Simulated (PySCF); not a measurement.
## Identify the compound

The spectra below were simulated for a compound C$_{4}$H$_{9}$NOSi.

1H NMR (600 MHz, computed): δ 6.85 (br s, 1H), 6.66 (br s, 1H), 5.04 (s, 2H), 2.40 (s, 3H), -0.04 (br s, 2H).

13C{1H} NMR (computed): δ 208.4 (C), 158.3 (C), 144.7 (CH2), 27.1 (CH3).

PySCF 2.14.0 with density-fitted response routines calculation with GIAO PBE0/pcSseg-1 shieldings and coordinates at the GFN2-xTB level; relativity neglected, rapidly exchanging positions averaged, single conformer, no solvent.

References, each an isolated molecule treated in the same way: TMS for 1H, 13C.

Question: Which of these isomers gave the spectra?
A. CC(=O)[SiH]1CNC1
B. C=C([SiH2]N)C(C)=O
C. CC(=O)[C@@H]1CN[SiH2]1
D. C=NC(=C)O[SiH2]C
E. O=C([SiH3])C1CNC1

Answer: B. 

- The formula gives 2 degrees of unsaturation (no ring in the answer).
- 4 carbon signals for 4 carbons: no two carbons are equivalent.
- Carbon types of the structure: 2 × C, 1 × CH2, 1 × CH3, leaving 4 H on heteroatoms.
- δC 208.4: ketone carbonyl carbon; low-lying n→π* states of the double bond to the heteroatom give a large paramagnetic term (-271 ppm).
- δC 158.3: α carbon of a C=C–C=O unit; as expected for a trigonal carbon in a double bond.
- δC 144.7: β carbon of a C=C–C=O unit; conjugation with the carbonyl draws π density from the β position.
- δC 27.1: methyl carbon α to a carbonyl; the adjacent C=O deshields it moderately.
- δH -0.04: hydrogen on a nitrogen bonded to Si; labile proton, position sensitive to the medium.

The others: O=C([SiH3])C1CNC1 would give 3 carbon signals, not 4; C=NC(=C)O[SiH2]C would give 6 signals for carbon-bound and other non-exchanging H, not 4; CC(=O)[C@@H]1CN[SiH2]1 would give 6 signals for carbon-bound and other non-exchanging H, not 4; CC(=O)[SiH]1CNC1 would give 3 carbon signals, not 4.

The OH or NH signal is concentration- and solvent-dependent in practice; the value given is the gas-phase one. Shifts are as computed. Against solution values, carbons near 30 ppm lie about +3 ppm off and those near 130 ppm about +5 ppm. Of 1309 compounds with measured shifts, 239 miss one by over three times the rms of a fit or turn the order of signals round; such compounds aren't used in these exercises. No couplings were computed; multiplicities are counted from neighbouring protons, with m where these are inequivalent, close in shift, in a saturated or five-membered ring or joined by F or P, and br s for small geminal =CH2 splittings.
